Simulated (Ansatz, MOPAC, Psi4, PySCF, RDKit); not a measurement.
Dimer: SiH4 (SMILES [SiH4]) (first 5 atoms) with CH2F2 (SMILES FCF); geometry from B3LYP-D3(BJ)/def2-TZVP, rigid monomers moved along the line of their centres of mass till Si1···F6 is 3.78 Å.
(charge 0, multiplicity 1):
```
atom    x (Å)    y (Å)    z (Å)
----  -------  -------  -------
Si    -0.0884   0.0561   0.0743
H      0.2043  -1.1742   0.8457
H     -1.3128   0.6946   0.6005
H     -0.2947  -0.3140  -1.3456
H      1.0569   0.9863   0.1745
F      0.3944   0.5877   3.7855
C     -0.0331  -0.5322   4.4369
F     -1.3894  -0.5917   4.3447
H      0.2448  -0.4483   5.4886
H      0.3912  -1.4059   3.9410
```

Interaction energies are E(AB) − E(A) − E(B) at the monomers' geometry in the complex; basis-set methods are counterpoise corrected. Rows marked so take none.

Frozen-core correlation. Rows in 6-31G* carry no dispersion term and start afresh at each structure (6-31G* with six Cartesian d functions). The state reached by AM1 isn't checked.

Programs: Ansatz (a program for electronic structure) with Gaussian orbitals; MOPAC for AM1 (differences of heats of formation); Psi4 for SAPT; PySCF for 6-31G* rows, the dispersion terms; RDKit for the force fields. Each number belongs to the level named beside it.

| level | interaction energy (kcal/mol) |
|---|---|
| MMFF94 | -0.70 |
| AM1 | 0.35 |
| HF/aug-cc-pV(D+d)Z | -0.16 |
| BP86/6-31G* (no counterpoise) | -1.18 |
| r2SCAN-D4/def2-TZVPPD | -0.91 |
| B3LYP/6-31G* | -0.15 |
| B3LYP/6-31G* (no counterpoise) | -1.65 |
| PBE0-D4/def2-TZVPPD | ? |
| SAPT0/jun-cc-pV(D+d)Z | ? |

Fill in the missing entries.


- PBE0-D4/def2-TZVPPD, interaction energy (kcal/mol): -0.96
- SAPT0/jun-cc-pV(D+d)Z, interaction energy (kcal/mol): -0.63
